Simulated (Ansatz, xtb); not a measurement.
**Two isomers of C4H8Sn**

We compare a, `C1=[CH][SnH2][CH2]C1`, a singlet, with b, `C1=C[CH2][SnH2][CH2]1`, a singlet. Both are isolated molecules in the gas phase, relaxed with PBE0-D4/def2-SVP; the shapes shown needn't be the lowest conformers.

a (Å):

```xyz
13

C    -0.9714    0.4108   -1.3339
C    -0.3063   -0.7187   -1.6134
C    -0.6828    0.0152    1.1887
C    -1.3276    0.8477    0.0675
Sn    0.1549   -1.7261    0.2062
H    -1.3180    1.0722   -2.1412
H    -0.0946   -1.0090   -2.6455
H     1.8240   -1.9892    0.5115
H    -0.6864   -3.2047    0.4461
H    -1.4004   -0.2513    1.9764
H     0.1428    0.5597    1.6703
H    -1.0752    1.9174    0.1788
H    -2.4296    0.8138    0.1534
```

b (Å):

```
atom    x (Å)    y (Å)    z (Å)
   C  -2.3485  -2.8023  -1.1980
   C  -1.4674  -3.2669  -0.2968
   C  -0.5087  -2.3898   0.4574
   C  -2.4807  -1.3500  -1.5595
  Sn  -0.9820  -0.4176  -0.3035
   H  -3.0110  -3.5182  -1.7014
   H  -1.4414  -4.3457  -0.0962
   H  -0.6584  -2.4622   1.5471
   H   0.5400  -2.6690   0.2642
   H  -1.6085   0.6669   0.8681
   H   0.2948   0.3417  -1.1606
   H  -2.2911  -1.1762  -2.6314
   H  -3.4935  -0.9673  -1.3525
```

Quicker runs give these differences E(b) − E(a): GFN2-xTB −1.8 kcal/mol; HF/STO-3G −2.4 kcal/mol (at GFN2-xTB geometries); r2SCAN-D4/def2-SVP −3.1 kcal/mol (at GFN2-xTB geometries).

Estimate E(b) − E(a) at the level CCSD(T)/def2-SVP + ΔMP2/def2-TZVPP.

Calculated at CCSD(T)/def2-SVP + ΔMP2/def2-TZVPP: E(b) − E(a) = −3.2 kcal/mol, so structure b lies lower.

The same difference at several levels:

```
                             level          geometry  E(b) − E(a) (kcal/mol)  departure from the last row (kcal/mol)  job, with rough time for the two
                          GFN2-xTB          GFN2-xTB                      −1.8                                    +1.4              optimisation, 0.13 s
                         HF/STO-3G          GFN2-xTB                      −2.4                                    +0.8              single point, 0.82 s
                r2SCAN-D4/def2-SVP          GFN2-xTB                      −3.1                                    +0.1               single point, 2.8 s
                  PBE0-D4/def2-SVP  PBE0-D4/def2-SVP                      −3.4                                    −0.2                optimisation, 43 s
                       HF/def2-SVP  PBE0-D4/def2-SVP                      −2.5                                    +0.6           part of the CCSD(T) run
                      MP2/def2-SVP  PBE0-D4/def2-SVP                      −3.1                                    +0.1           part of the CCSD(T) run
                  CCSD(T)/def2-SVP  PBE0-D4/def2-SVP                      −2.9                                    +0.3                      single point
CCSD(T)/def2-SVP + ΔMP2/def2-TZVPP  PBE0-D4/def2-SVP                      −3.2                                                        single point, 32 s
```

As drawn, both hold the same kinds of bond in the same numbers.

None of the levels shown reverses the order. The largest departure from CCSD(T)/def2-SVP + ΔMP2/def2-TZVPP is that of GFN2-xTB, 1.4 kcal/mol. The last row adds to CCSD(T) the change of the MP2 difference between the two basis sets, here −0.3 kcal/mol.

With thermal terms from frequencies at re-optimised GFN2-xTB minima (ideal gas, soft modes damped towards free rotors, one conformer each, 298.15 K, 1 atm): the zero-point term adds −0.6 kcal/mol; ΔH is −3.6 and ΔG −3.4 kcal/mol.

The correlated steps freeze 8 core orbitals; the filled d shell of Sn is correlated, in a basis made for valence electrons. Atoms past krypton carry core potentials in the def2 sets, other sets are all-electron and non-relativistic, and no spin–orbit term is included. Programs: Ansatz 0.2.0, xtb 6.7.1; the last row on 2 threads of Intel(R) Xeon(R) 6975P-C (Granite Rapids) on a shared host.
